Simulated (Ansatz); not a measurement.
Calculated with Ansatz (gas phase, PBE0-D4/def2-TZVP geometries, no zero-point term in ΔE). CCSD(T)/CBS adds triple-zeta CCSD(T) − MP2 to the extrapolated MP2 energy (def2 sets, frozen cores). This one scheme is used for every species, atoms too. For atomizations the MP2-based limit and the directly extrapolated one differ by several kJ/mol either way, and by 10 to 25 for some Ge, Se and Sn compounds, so smaller differences from it don't rank the levels. DFT in def2-TZVPP. B3LYP here is the variant with VWN-RPA as its local correlation; programs differ in this. Open shells (•) are unrestricted, without spin–orbit coupling. Spin–orbit coupling would lower the free atoms: a little for C, Cl, Si; clearly for Ge. For Ge outer-core shells are correlated without core-valence functions, so the limit isn't a true one: a few kJ/mol of doubt a bond, and 10 to 20 or more in all where bonds break to atoms. Scalar relativity is left out up to krypton. Each species was taken in one conformer, which may not be the lowest.

Consider the atomization: `C[SiH2][GeH2][Cl]` → C• + Cl• + Ge• + 7 H• + Si•.

`C[SiH2][GeH2][Cl]`:

```xyz
11

C    -0.231    0.273    1.683
Si   -0.825    0.479   -0.077
Ge    0.637   -0.688   -1.551
Cl    2.642   -0.019   -1.029
H    -0.268   -0.775    1.987
H    -0.854    0.851    2.370
H     0.800    0.620    1.775
H    -0.824    1.908   -0.490
H    -2.202   -0.061   -0.260
H     0.656   -2.216   -1.359
H     0.468   -0.372   -3.047
```

```csv
level,ΔE (kcal/mol),difference from CCSD(T)/CBS
PBE-D4,825.0,-3.3
r2SCAN-D4,828.7,0.4
PBE0-D4,822.1,-6.2
r2SCANh-D4,826.2,-2.1
CAM-B3LYP-D4,825.8,-2.5
ωB97X-V,832.1,3.8
PBE-QIDH,821.3,-7.0
PBE,819.0,-9.3
PBE0,816.9,-11.4
B3LYP,813.0,-15.3
BHLYP,804.9,-23.4
CAM-B3LYP,820.5,-7.8
CCSD/def2-TZVPP,801.6,-26.7
MP2/def2-QZVPP,819.6,-8.7
SCS-MP2/def2-QZVPP,824.2,-4.1
HF/CBS(def2),627.5,-200.8
CCSD(T)/CBS,828.3,0
```

Largest T1 diagnostic among the species: 0.012.

From BLYP to BHLYP (50 % exact exchange), in def2-TZVPP and without D4, ΔE moves by +4.4 kcal/mol. The D4 term adds +9.7 kcal/mol with B3LYP and +5.2 kcal/mol with PBE0; it sums over pairs of atoms, weighted by their polarisabilities, and B3LYP, whose exchange is more repulsive, gets the larger term.
